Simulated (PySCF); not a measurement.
# Cr²⁺: excitation energy

Cr²⁺ [Ar] 3d4 (5D) → Cr²⁺ [Ar] 3d3 4s1 (5F), as a difference of total energies. All numbers are calculated (PySCF 2.14, the non-relativistic Hamiltonian (point nucleus), in aug-cc-pwCVTZ (10s9p7d4f3g, 127 functions)). Correlated levels: valence: [Ar] frozen; valence and next inner shell: [Ne] frozen; nothing frozen. The calculations carry no spin-orbit coupling.

```
                                method  excitation energy (eV)
                                   UHF                   6.068
                                   LDA                   6.848
                                   PBE                   6.606
                                  PBE0                   6.674
                                r2SCAN                   6.473
                                  PW91                   6.633
                                revPBE                   6.653
                                 wB97X                   6.987
                         MP2 (valence)                   6.497
                     SCS-MP2 (valence)                   6.211
    MP2 (valence and next inner shell)                   6.784
SCS-MP2 (valence and next inner shell)                   6.508
                   MP2 (all electrons)                   6.816
               SCS-MP2 (all electrons)                   6.529
```

Q: How much does correlation contribute at MP2 (all electrons)?

A: 6.816 − (6.068) = 0.748 eV, measured against UHF.

A first-order spin-orbit estimate (lowest level to lowest level, LS coupling) adds -0.025 eV.
